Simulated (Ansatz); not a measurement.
Consider the redistribution: `[OH][Al]([SH])[Cl]` + `[Cl][InH][GeH3]` → `[OH][AlH][SH]` + `[Cl][In]([Cl])[GeH3]`.

Program: Ansatz. Geometries: PBE0-D4/def2-TZVP. ΔE: electronic, gas phase. CCSD(T)/CBS is the MP2 limit (def2-TZVPP, def2-QZVPP) plus CCSD(T) − MP2 in def2-TZVPP, frozen cores. DFT in def2-TZVPP. def2 core potentials past Kr. For Ge, In outer-core shells are correlated without core-valence functions, which leaves a few kJ/mol of doubt a bond. Scalar relativity is left out up to krypton. Each species was taken in one conformer, which may not be the lowest.

`[OH][Al]([SH])[Cl]`:

Cartesian coordinates in Å:
```
O -1.094 0.210 1.355
Al -0.124 0.041 -0.007
S 1.905 -0.644 0.281
Cl -0.842 0.474 -1.923
H -2.002 0.506 1.332
H 2.157 -0.587 -1.038
```

`[Cl][InH][GeH3]`:

```xyz
7

Cl    2.158    2.106    0.403
In    0.199    0.959    1.020
Ge   -0.395   -0.878   -0.706
H    -0.449    1.564    2.488
H    -0.609   -0.231   -2.083
H     0.768   -1.877   -0.806
H    -1.671   -1.643   -0.316
```

`[OH][AlH][SH]`:

```xyz
6

O    -0.513   -1.195    0.770
Al    0.270   -0.430   -0.516
S     0.469    1.744   -0.635
H    -0.918   -0.765    1.520
H     0.874   -1.320   -1.659
H    -0.182    1.966    0.519
```

`[Cl][In]([Cl])[GeH3]`:

Cartesian coordinates in Å:
```
Cl 0.004 -3.088 -1.021
In -0.761 -0.966 -0.452
Cl -3.062 -0.807 -0.765
Ge 0.738 0.946 0.428
H -0.031 2.269 0.344
H 2.013 1.010 -0.422
H 1.099 0.636 1.887
```

```
  level  ΔE (kJ/mol)
  BHLYP         36.7
LC-ωPBE         43.0
```

(1) What does CCSD(T)/CBS give? (Best estimate.)

Largest T1 diagnostic among the species: 0.013.

Results:

(1) The calculation gave: +37.5 kJ/mol. The listed levels differ from it by -0.8, 5.5 kJ/mol.

In def2-TZVPP, CCSD(T) changes the Hartree–Fock value by +6.1 kJ/mol (the triples alone add −0.6 kJ/mol) and MP2 by +5.3 kJ/mol. From BLYP to BHLYP (50 % exact exchange), in def2-TZVPP and without D4, ΔE moves by +5.1 kJ/mol.
